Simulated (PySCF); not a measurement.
A PySCF script (with the pyscf-properties extension) for the NMR shieldings of SMILES [SiH3]N1CC[C@H]([C@@H](C)CF)C1, C₇H₁₆FNSi, on a PBE0-D3(BJ)/def2-SVP geometry:

```python
import basis_set_exchange as bse
import numpy as np
from pyscf import gto, dft
from pyscf.prop import nmr

atoms = """
C    -2.848096   -0.124633   -0.654708
C    -1.691573    0.638655   -0.016529
C    -2.108041    1.095462    1.368908
F    -1.180852    1.945007    1.927184
C    -0.405880   -0.186058   -0.000817
C     0.086500   -0.622701   -1.383013
C     1.558047   -0.989011   -1.167796
N     1.932806   -0.301160    0.060956
Si    3.520904   -0.336001    0.740813
C     0.838274    0.514552    0.549416
H    -2.629838   -0.381195   -1.700684
H    -3.775577    0.468580   -0.648200
H    -3.046993   -1.066363   -0.116570
H    -1.504721    1.553152   -0.611195
H    -2.231571    0.227331    2.042061
H    -3.071183    1.632148    1.319773
H    -0.580457   -1.092220    0.610733
H    -0.489574   -1.455009   -1.811709
H     0.001621    0.230233   -2.078276
H     2.168218   -0.681966   -2.038113
H     1.689358   -2.082345   -1.061137
H     3.407996   -0.071236    2.208087
H     4.110255   -1.689464    0.490681
H     4.483776    0.669537    0.173625
H     0.843754    0.577171    1.647882
H     0.869403    1.559082    0.173957
"""
names = dict.fromkeys(["C", "F", "N", "Si", "H"], "pcSseg-1")
basis = {el: gto.basis.parse(bse.get_basis(n, elements=[el], fmt="nwchem")) for el, n in names.items()}
mol = gto.M(atom=atoms, basis=basis, charge=0, verbose=0)
mf = dft.RKS(mol, xc="PBE0")
mf.grids.level = 2
mf.grids.alignment = dft.numint.BLKSIZE   # the property module wants whole blocks of grid points
mf.conv_tol = 1e-9
mf.kernel()

calc = nmr.RKS(mf)   # GIAO
C = mf.mo_coeff
Co = C[:, mf.mo_occ > 0]
resp = mf.gen_response(singlet=True, hermi=2)
def vind(x):   # induced exchange potential for any number of trial vectors
    d = np.einsum("pi,xij,qj->xpq", C, 2 * x.reshape(-1, C.shape[1], Co.shape[1]), Co, optimize=True)
    return np.einsum("xpq,pi,qj->xij", resp(d - d.transpose(0, 2, 1)), C, Co, optimize=True).ravel()
mo1, _ = nmr.rhf.solve_mo1(calc, with_cphf=vind)
sigma = calc.kernel(mo1)
for i, s in enumerate(sigma):   # ppm
    w = np.linalg.eigvalsh((s + s.T) / 2)
    print("%2d %-2s iso %8.1f  s11 %8.1f  s22 %8.1f  s33 %8.1f" % (i, mol.atom_pure_symbol(i), w.mean(), *w))
```

Problem. Give the expected output.

Solution. 
```
 0 C  iso    168.5  s11    154.4  s22    163.4  s33    187.7
 1 C  iso    144.8  s11    136.5  s22    143.3  s33    154.4
 2 C  iso     93.9  s11     54.4  s22     81.6  s33    145.9
 3 F  iso    409.1  s11    376.5  s22    396.0  s33    454.9
 4 C  iso    135.6  s11    118.9  s22    128.3  s33    159.5
 5 C  iso    148.3  s11    121.7  s22    154.7  s33    168.4
 6 C  iso    135.5  s11    107.1  s22    129.7  s33    169.5
 7 N  iso    240.0  s11    168.8  s22    268.9  s33    282.2
 8 Si iso    407.0  s11    362.7  s22    371.0  s33    487.4
 9 C  iso    126.0  s11     97.7  s22    120.3  s33    159.9
10 H  iso     30.1  s11     24.6  s22     29.9  s33     35.7
11 H  iso     30.5  s11     25.7  s22     27.7  s33     38.2
12 H  iso     30.8  s11     27.0  s22     28.5  s33     36.8
13 H  iso     29.9  s11     27.2  s22     28.7  s33     33.9
14 H  iso     27.2  s11     23.1  s22     28.1  s33     30.5
15 H  iso     26.9  s11     21.6  s22     28.4  s33     30.8
16 H  iso     30.0  s11     27.2  s22     28.9  s33     33.8
17 H  iso     29.3  s11     23.9  s22     29.0  s33     35.1
18 H  iso     30.0  s11     24.7  s22     30.0  s33     35.3
19 H  iso     28.3  s11     23.0  s22     27.0  s33     34.9
20 H  iso     28.3  s11     23.0  s22     26.7  s33     35.1
21 H  iso     26.6  s11     22.9  s22     25.3  s33     31.7
22 H  iso     26.6  s11     23.1  s22     24.7  s33     32.1
23 H  iso     26.6  s11     22.8  s22     24.2  s33     32.8
24 H  iso     27.9  s11     21.6  s22     29.6  s33     32.6
25 H  iso     28.7  s11     22.7  s22     29.3  s33     34.0
```

These numbers come from an equivalent density-fitted implementation of the same equations, which agrees with the script to about 0.01 ppm for H and up to a few tenths of a ppm for heavy atoms, so last digits may differ.

Problem. Turn these shieldings into chemical shifts. Shifts are taken against calculated references (same method and geometry level): 13C (184.41 ppm) and 29Si (351.99 ppm) and 1H (31.27 ppm) vs TMS; 19F (177.25 ppm) against CFCl3; 15N (265.67 ppm) against NH3.

Solution. Averaging equivalent atoms: C 2: 90.5; C 9: 58.4; C 6: 48.9; C 4: 48.8; C 1: 39.6; C 5: 36.2; C 0: 15.9; F 3: -231.9; N 7: 25.7; Si 8: -55.0; H 21/22/23: 4.65; H 15: 4.33; H 14: 4.04; H 24: 3.33; H 20: 3.00; H 19: 2.97; H 25: 2.60; H 17: 1.93; H 13: 1.32; H 16: 1.32; H 18: 1.27; H 10/11/12: 0.80 ppm. Unscaled 19F shifts against computed CFCl3 carry errors that often reach 10 to 50 ppm. Experimental scales use liquid or dissolved standards, which lie at an offset from isolated NH3 (liquid NH3: subtract about 20 ppm).

Size and cost of the density-fitted run: 257 basis functions, 2.3 min wall time on 1 thread of an Arm Neoverse N1, shared host; peak memory 1.3 GiB.
